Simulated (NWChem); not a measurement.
CH3BrMgO; SMILES C[O][Mg][Br]

```xyz
7

Mg     0.2902    -0.2283    -0.3642
Br    -0.8891     0.7361     1.4199
O      1.1753    -0.9520    -1.7033
C      1.8663    -1.5164    -2.7477
H      2.2656    -0.7523    -3.4439
H      2.7317    -2.1145    -2.3994
H      1.2300    -2.1954    -3.3493
```
Atoms are numbered in this order, from 1.

Level: PBE0/def2-SVP (NWChem), optimised geometry, unscaled harmonic frequencies. This build's default masses of Se (78.918 u) and Br (79.917 u) are each other's, which moves their modes by up to 0.6 %.

**Question.** List the harmonic frequencies with IR intensities, and the thermochemistry.

**Answer.** 
```tsv
frequency (cm⁻¹)	IR intensity (km/mol)
72	1.1
73	1.1
148	72.5
149	72.5
275	5.9
691	63.1
1188	0.0
1188	0.0
1312	403.4
1475	0.6
1475	0.6
1482	36.1
2977	158.9
3049	59.1
3050	59.1
```

The zero-point energy is 26.6 kcal/mol and the thermal correction to the enthalpy at 298.15 K (with zero-point energy) is 31.1 kcal/mol. The heat capacity Cv is 17.1 cal/(mol K) and the entropy at 298.15 K and 1 atm (symmetry number 3) is 79.3 cal/(mol K). The dipole moment is 1.50 D.

Rigid rotor and harmonic oscillator; modes under 100 cm⁻¹ make the entropy uncertain.
